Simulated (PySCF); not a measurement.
## Löwdin shares of the frontier orbitals

Species: SnHMe2(NHtBu), C₆H₁₇NSn.
Geometry (PBE0-D3(BJ)/def2-SVP, Å), atoms numbered from 1 in this order:
```
atom  x, y, z in Å
Sn1    0.9396    1.4269    0.1245
H2     1.0348    1.5749    1.8461
C3     2.8750    1.6743   -0.7782
H4     3.6150    1.0148   -0.3037
H5     3.2123    2.7153   -0.6730
H6     2.8137    1.4316   -1.8489
C7    -0.4671    2.8452   -0.6645
H8    -1.4298    2.7663   -0.1409
H9    -0.6260    2.6329   -1.7311
H10   -0.0854    3.8704   -0.5545
N11    0.3531   -0.4469   -0.4776
C12   -0.6422   -1.2629    0.2102
C13   -1.8637   -0.3973    0.5142
C14   -1.0524   -2.3968   -0.7344
C15   -0.1007   -1.8590    1.5172
H16    1.1570   -1.0147   -0.7395
H17   -2.6680   -0.9945    0.9687
H18   -1.6151    0.4080    1.2265
H19   -2.2483    0.0630   -0.4083
H20   -1.4447   -1.9826   -1.6748
H21   -1.8200   -3.0443   -0.2823
H22   -0.1831   -3.0286   -0.9792
H23    0.2020   -1.0600    2.2125
H24    0.7836   -2.4848    1.3158
H25   -0.8494   -2.4877    2.0259
```

Method used: TDDFT CAM-B3LYP/def2-SVPD, vertical, gas phase, core orbitals frozen in the response, def2 core potentials past Kr (PySCF 2.14.0, density-fitted response routines). Spin–orbit coupling is left out.

Frontier orbitals with the atoms that hold most of them (Löwdin shares over 4%, at most four atoms; ? is withheld):

```tsv
orbital	ε (eV)	atoms
HOMO-3	-10.06	N11 18%, Sn1 15%, H2 14%, C12 12%
HOMO-2	-9.58	Sn1 23%, C3 17%, C7 13%, H2 13%
HOMO-1	-9.35	?
HOMO	?	N11 58%, C12 8%, Sn1 7%, C15 7%
LUMO	0.91	?
LUMO+1	1.31	Sn1 17%, C15 9%, C14 9%, H2 6%
LUMO+2	1.45	Sn1 18%, C7 12%, C3 10%, H2 8%
```

Q: Which atoms hold the HOMO-1, and with what shares?

A: C7 (bonded to Sn and 3 H) 26%; C3 (bonded to Sn and 3 H) 25%; Sn1 (bonded to 2 C, N and H) 21%; H8 (bonded to C) 4%. By element: carbon 52% or more, tin 21%, hydrogen 4% or more.

Q: Give the leading atoms of the LUMO.

A: Sn1 (bonded to 2 C, N and H) 40%; C3 (bonded to Sn and 3 H) 10%; H5 (bonded to C) 7%; H4 (bonded to C) 5%. By element: tin 40%, hydrogen 12% or more, carbon 10% or more.

Q: What is the HOMO energy, and the HOMO–LUMO gap?

A: ε(HOMO) = -7.59 eV; the gap is 8.51 eV (0.3126 hartree).

Q: The HOMO–LUMO gap is 8.51 eV. Where does the response calculation put the lowest singlet, and from which orbitals?

A: S1 is at 5.68 eV (f = 0.039), 2.82 eV below the gap, made of HOMO→LUMO+1 (40%), HOMO→LUMO (35%), HOMO→LUMO+3 (9%). Its leading pair isn't HOMO and LUMO; the energies of that pair differ by 8.90 eV. Without the coupling terms of the response equations the lowest excitation would equal the gap.

Next come S2 at 6.23 eV (f 0.040), HOMO→LUMO (42%), HOMO→LUMO+3 (28%), HOMO→LUMO+1 (12%); S3 at 6.48 eV (f 0.010), HOMO→LUMO+2 (59%), HOMO→LUMO+3 (19%), HOMO→LUMO+1 (12%); S4 at 6.56 eV (f 0.033), HOMO→LUMO+3 (32%), HOMO→LUMO+2 (23%), HOMO→LUMO+1 (23%); S5 at 7.10 eV (f 0.0023), HOMO→LUMO+5 (25%), HOMO→LUMO+4 (21%), HOMO→LUMO+6 (20%).

Löwdin shares depend on the basis, the more so with diffuse functions.

Hardware: Arm Neoverse V2, one thread, shared host with 32 logical CPUs at a one-minute load of 17. Cost: 2.7 min (grids of density and orbitals included), 1.9 GiB resident at most.

One conformer stands for the species.
